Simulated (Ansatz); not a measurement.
`P[SiH]1CN1` + H–F → `F[SiH]1CN1` + PH₃ at 500 K and 1 bar (cleavage of the Si–P bond).

Gas-phase electronic energies from Ansatz, PBE0-D4/def2-TZVP geometries. CBS: MP2 limit from def2 TZ/QZ plus the TZ coupled-cluster correction, frozen cores. This one scheme is used for every species. One conformer a species, not always the lowest.

```json
{"species": "`P[SiH]1CN1`", "CCSD(T)/CBS energy (Eh)": "-726.34548", "H − E (kJ/mol)": "223.4", "S (J/(mol·K))": "384.2"}
{"species": "H–F", "CCSD(T)/CBS energy (Eh)": "-100.39570", "H − E (kJ/mol)": "39.4", "S (J/(mol·K))": "188.7"}
{"species": "`F[SiH]1CN1`", "CCSD(T)/CBS energy (Eh)": "-484.06067", "H − E (kJ/mol)": "175.2", "S (J/(mol·K))": "339.3"}
{"species": "PH₃", "CCSD(T)/CBS energy (Eh)": "-342.72256", "H − E (kJ/mol)": "81.5", "S (J/(mol·K))": "231.4"}
```

H − E and S are ideal-gas, rigid-rotor, harmonic terms from PBE0-D4/def2-TZVP, for one conformer and one mirror image of each species. 1 Eh = 2625.50 kJ/mol, R = 8.31446 J/(mol·K).

Problem. By hand: ΔE, ΔH, ΔS and ΔG.

Solution. ΔE = (-484.06067) + (-342.72256) − (-726.34548) − (-100.39570) = -0.04205 Eh = -110.4 kJ/mol. Δ(H − E) = 175.2 + 81.5 − 223.4 − 39.4 = -6.1, so ΔH = -116.5 kJ/mol. ΔS = 339.3 + 231.4 − 384.2 − 188.7 = -2.2 J/(mol·K). ΔG = -116.5 − 500 × (-2.2)/1000 = -115.4 kJ/mol.

Problem. By hand: the equilibrium constant, and the temperature at which ΔG would vanish if ΔH and ΔS stayed fixed.

Solution. log₁₀ K = −ΔG/(RT ln 10) = 12.1. ΔG = 0 at ΔH/ΔS = 52955 K, far beyond where these terms or the molecules hold.

The number of gas molecules stays the same, so ΔS is small and ΔH decides. A doubt of 5 kJ/mol in ΔE shifts log₁₀ K by 0.5 here. Other conformers and mirror images would add mixing entropy, several J/(mol·K) or more a flexible species. These are equilibria of isolated gas molecules and say nothing of rates. Largest T1 diagnostic: 0.014 (customary marks: 0.02 for closed shells, 0.045 for open ones).
